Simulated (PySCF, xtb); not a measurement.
sulfuric acid (H₂O₄S), SMILES O=S(=O)(O)O.

GFN2-xTB (xtb 6.7.1) at its own geometry gives an orbital gap of 8.82 eV and a dipole moment of 3.35 D.

Coordinates come from a B3LYP-D3(BJ)/def2-SVP optimisation. One conformer was computed; it need not be the lowest.

Question: What does PBE/def2-TZVP in PySCF give? (An estimate is asked for; the answer gives what the named calculation found.)

Answer: gap 6.89 eV (levels -7.98 and -1.09 eV), dipole 2.97 D.
